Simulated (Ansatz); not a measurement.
Molecule: LiF3, net charge -2, singlet state. It need not be the lowest isomer of its formula. 
Coordinates optimised at B3LYP-D3(BJ)/def2-TZVP (Ansatz, an electronic-structure program):
SMILES: [F][Li-2]([F])[F]
```xyz
4

Li     0.0000     0.0000     0.0000
F      1.8752     0.0000    -0.0288
F     -0.9376     1.6242     0.0115
F     -0.9376    -1.6241     0.0173
```
Charge -2, spin multiplicity 1.

Parts of the frozen-core correlation energy in STO-3G (Ansatz, hartree). Frozen orbitals: 4; correlated occupied orbitals by spin: 12 and 12; virtual: 4 and 4. No spin-orbit coupling. Non-relativistic.

```tsv
term	value
reference (HF)	-300.93917
MP2 opposite-spin	-0.06740
MP2 same-spin	-0.02139
CCSD correlation	-0.09794
(T)	-0.02296
FCI minus CCSD(T)	-0.00339
T1 diagnostic	0.030
largest doubles amplitude	0.056
```
